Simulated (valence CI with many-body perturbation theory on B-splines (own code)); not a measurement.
**Kr VI: electric-dipole lines**

Method: configuration interaction combined with many-body perturbation theory (CI+MBPT): three valence electrons over a frozen Dirac-Fock core [Ar] 3d10, a basis of 11 s, 11 p, 10 d, 8 f, 5 g, 2 h functions for each j, with the one-electron correlation potential Σ1 (screened to all orders), the two-electron term Σ2, the three-electron term Σ3, Breit, model QED; selected single and double excitations, second order for the rest, scaled by the run's own slope (own B-spline code, finite nucleus).

Set against measurement, 40 paired levels are off by 204 cm⁻¹ on average, the worst by 839. These come from a selection out of Saloman, J. Phys. Chem. Ref. Data 36, 215 (2007). Levels without a partner in it may be off by more. 3 measured levels below the end of the list, from 390595 cm⁻¹ on, found no clear computed partner, and computed levels of the same name lie up to 2891 cm⁻¹ from them.

Lines 51 to 100 of 589 in falling wavelength, among levels below 551630 cm⁻¹, chosen from the strongest by gf and those to the six lowest levels. Wavelengths and rates use the calculated energies, so an error of 200 cm⁻¹ moves a line at 3653 Å by 0.73 % and its rate by three times that or more. Electric multipoles are in the length gauge, E1 and E2 with the static RPA response of the core. Weak lines are less certain than strong ones. Lines between different terms over intervals too small for the method are left out, as are lines whose strength nearly cancels. Where a level lies close to another of its J and parity, the split of strength between their lines is uncertain. The highest levels of a list are the least certain.

Names give the largest LS component (configuration and term), which can be under half, so a name can repeat, a term be missing and a line seem to break the LS rules; names also repeat where a configuration has a term twice. Letters in brackets count levels of one name in rising energy.

| λ vac (Å) | Upper | Lower | A (s⁻¹) | S (a.u.) with core polarisation | S without |
| --- | --- | --- | --- | --- | --- |
| 3653 | 4s2.7p 2P°_3/2 | 4s2.6d 2D_3/2 | 3.84e+07 | 3.70e+00 | 3.69e+00 |
| 3648 | 4s2.7f 2F°_5/2 | 4s2.6g 2G_7/2 | 2.28e+07 | 3.28e+00 | 3.28e+00 |
| 3620 | 4s.4p.5p 2D_3/2 [b] | 4s2.5f 2F°_5/2 | 3.64e+07 | 3.41e+00 | 3.41e+00 |
| 3617 | 4s.4p.5d 2D°_5/2 [b] | 4s.4p.4f 4F_7/2 | 2.44e+07 | 3.42e+00 | 3.40e+00 |
| 3606 | 4s2.8s 2S_1/2 | 4s2.7p 2P°_1/2 | 2.02e+08 | 9.36e+00 | 9.35e+00 |
| 3575 | 4s.4p.5s 2P°_1/2 [b] | 4s2.6s 2S_1/2 | 1.35e+08 | 6.08e+00 | 6.09e+00 |
| 3545 | 4s.4p.5d 4F°_5/2 | 4s.4p.4f 4G_7/2 | 4.69e+07 | 6.19e+00 | 6.15e+00 |
| 3520 | 4s2.6p 2P°_3/2 | 4s2.6s 2S_1/2 | 1.59e+08 | 1.37e+01 | 1.37e+01 |
| 3457 | 4s.4p.5d 4F°_7/2 | 4s.4p.4f 4G_9/2 | 5.49e+07 | 8.95e+00 | 8.88e+00 |
| 3443 | 4s.4p.5d 4F°_3/2 | 4s.4p.4f 4G_5/2 | 6.25e+07 | 5.03e+00 | 5.00e+00 |
| 3390 | 4s2.6d 2D_3/2 | 4s.4p.5s 2P°_1/2 [b] | 1.06e+08 | 8.16e+00 | 8.15e+00 |
| 3384 | 4s2.6d 2D_5/2 | 4s2.6p 2P°_3/2 | 1.59e+08 | 1.83e+01 | 1.83e+01 |
| 3351 | 4s.4p.5p 2D_5/2 [b] | 4s2.5f 2F°_7/2 | 4.26e+07 | 4.75e+00 | 4.74e+00 |
| 3219 | 4s.4p.5d 4F°_9/2 | 4s.4p.4f 4G_11/2 | 1.17e+08 | 1.92e+01 | 1.91e+01 |
| 3003 | 4s.4p.5d 2D°_5/2 [a] | 4s.4p.4f 2F_7/2 [a] | 5.96e+07 | 4.78e+00 | 4.76e+00 |
| 2944 | 4s.4p.5d 2D°_3/2 | 4s.4p.4f 4G_5/2 | 5.45e+07 | 2.75e+00 | 2.73e+00 |
| 2932 | 4s.4p.5d 4D°_7/2 | 4s.4p.4f 4G_9/2 | 3.52e+07 | 3.50e+00 | 3.48e+00 |
| 2887 | 4s2.7g 2G_7/2 | 4s2.6f 2F°_5/2 | 2.26e+08 | 2.15e+01 | 2.15e+01 |
| 2809 | 4s2.7g 2G_7/2 | 4s.4p.5d 4F°_5/2 | 8.41e+07 | 7.36e+00 | 7.36e+00 |
| 2782 | 4s2.6f 2F°_7/2 | 4s2.6d 2D_5/2 | 7.17e+08 | 6.09e+01 | 6.10e+01 |
| 2779 | 4s.4p.5d 4F°_5/2 | 4s2.6d 2D_3/2 | 2.23e+08 | 1.42e+01 | 1.42e+01 |
| 2743 | 4s2.6f 2F°_5/2 | 4s2.6d 2D_5/2 | 3.89e+07 | 2.38e+00 | 2.38e+00 |
| 2707 | 4s2.6f 2F°_5/2 | 4s2.6d 2D_3/2 | 5.56e+08 | 3.27e+01 | 3.27e+01 |
| 2700 | 4s2.6d 2D_3/2 | 4s.4p.5s 2P°_3/2 [b] | 9.38e+07 | 3.64e+00 | 3.66e+00 |
| 2665 | 4s2.6d 2D_5/2 | 4s.4p.5s 2P°_3/2 [b] | 5.35e+08 | 3.00e+01 | 3.01e+01 |
| 2629 | 4s.4p.4f 2G_9/2 [a] | 4s2.5f 2F°_7/2 | 2.61e+07 | 2.34e+00 | 2.35e+00 |
| 2623 | 4s.4p.5d 4F°_7/2 | 4s2.6d 2D_5/2 | 1.05e+08 | 7.48e+00 | 7.49e+00 |
| 2617 | 4s2.6d 2D_3/2 | 4s2.6p 2P°_1/2 | 5.15e+08 | 1.82e+01 | 1.83e+01 |
| 2463 | 4s.4p.5p 2P_1/2 [a] | 4s.4p.5s 2P°_1/2 [a] | 1.65e+08 | 2.43e+00 | 2.45e+00 |
| 2381 | 4s.4p.5d 2P°_3/2 | 4s.4p.4f 2D_5/2 | 1.05e+08 | 2.80e+00 | 2.79e+00 |
| 2379 | 4s2.6p 2P°_1/2 | 4s2.5d 2D_3/2 | 3.64e+08 | 4.84e+00 | 4.81e+00 |
| 2373 | 4s2.5d 2D_3/2 | 4s2.4f 2F°_5/2 | 1.99e+08 | 5.26e+00 | 5.22e+00 |
| 2348 | 4s2.7s 2S_1/2 | 4s2.6p 2P°_3/2 | 6.53e+08 | 8.35e+00 | 8.36e+00 |
| 2335 | 4s.4p.5s 2P°_3/2 [b] | 4s2.5d 2D_5/2 | 2.99e+08 | 7.52e+00 | 7.48e+00 |
| 2315 | 4s.4p.5d 2P°_1/2 | 4s.4p.4f 2D_3/2 [a] | 1.57e+08 | 1.92e+00 | 1.92e+00 |
| 2281 | 4s2.5d 2D_5/2 | 4s2.4f 2F°_7/2 | 1.83e+08 | 6.45e+00 | 6.41e+00 |
| 2271 | 4s.4p.5p 2D_3/2 [b] | 4s2.6p 2P°_3/2 | 2.26e+08 | 5.21e+00 | 5.27e+00 |
| 2271 | 4s.4p.5p 2P_1/2 [b] | 4s.4p.5s 2P°_1/2 [b] | 2.64e+08 | 3.05e+00 | 3.07e+00 |
| 2249 | 4s.4p.5p 2D_3/2 [b] | 4s.4p.5s 2P°_1/2 [b] | 1.65e+08 | 3.71e+00 | 3.74e+00 |
| 2245 | 4s2.6h 2H°_11/2 | 4p2.4d 2G_9/2 | 2.40e+08 | 1.61e+01 | 1.60e+01 |
| 2224 | 4s2.6h 2H°_9/2 | 4p2.4d 4D_7/2 | 3.44e+07 | 1.87e+00 | 1.86e+00 |
| 2194 | 4s.4p.5p 4S_3/2 | 4s.4p.5s 2P°_3/2 [a] | 1.03e+08 | 2.15e+00 | 2.17e+00 |
| 2193 | 4p2.4d 4P_5/2 | 4s2.6p 2P°_3/2 | 1.16e+08 | 3.64e+00 | 3.67e+00 |
| 2178 | 4s.4p.5p 4D_3/2 | 4s.4p.5s 4P°_3/2 | 1.88e+08 | 3.84e+00 | 3.91e+00 |
| 2166 | 4s.4p.5p 4D_1/2 | 4s.4p.5s 4P°_1/2 | 3.41e+08 | 3.42e+00 | 3.48e+00 |
| 2165 | 4s.4p.5p 2D_5/2 [b] | 4s2.6p 2P°_3/2 | 4.15e+08 | 1.25e+01 | 1.26e+01 |
| 2159 | 4s.4p.5p 2P_3/2 [b] | 4s.4p.5s 2P°_1/2 [b] | 3.32e+08 | 6.60e+00 | 6.67e+00 |
| 2143 | 4s2.6h 2H°_9/2 | 4p2.4d 2G_7/2 | 4.94e+08 | 2.40e+01 | 2.39e+01 |
| 2090 | 4s.4p.5p 4P_3/2 | 4s.4p.5s 4P°_5/2 | 1.12e+08 | 2.03e+00 | 2.05e+00 |
| 2064 | 4s.4p.5p 2D_5/2 [a] | 4s.4p.5s 2P°_3/2 [a] | 5.10e+08 | 1.33e+01 | 1.35e+01 |
